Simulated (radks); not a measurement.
Spherical quantum dot in the effective-mass picture: electrons in a hard-walled sphere of radius 6.33, with a point charge +2 (a donor) at the centre, all in effective atomic units (hartree* = m*/eps^2 hartree, bohr* = eps/m* bohr), one dielectric constant everywhere. Method: non-relativistic Kohn-Sham, r2SCAN, spin-polarised, spherical densities, generalised Kohn-Sham scheme; computed with a radial shooting solver with Libxc functionals. Levels are named by radial order and angular momentum (1s, 1p, 1d, 2s, ...), and open shells are averaged over m.

N = 30, configuration 1s2 1p6 1d10 2s2 1f(up 7, down 3). This is the lowest configuration that the search found. Occupied and some empty levels:

level    occupation  eigenvalue (hartree*)  <r> (bohr*)
1s up             1                 5.3492        1.545
1s down           1                 5.3518        1.323
2s up             1                 5.4355        4.121
2s down           1                 5.4596        4.322
1p up             3                 5.4708        4.741
1p down           3                 5.4986        4.723
1d up             5                 5.5720        4.813
1d down           5                 5.6019        4.801
1f up             7                 5.7169        4.882
1f down           3                 5.7494        4.873
1g up             0                 5.9027        4.947
1g down           0                 5.9381        4.941
2p up             0                 6.2092        3.135
2p down           0                 6.2238        3.116
2d up             0                 6.4801        3.609
2d down           0                 6.5008        3.599

Energy (hartree*): total 80.7558, kinetic 18.858, external -18.701, Hartree 90.091, exchange-correlation -9.4925.
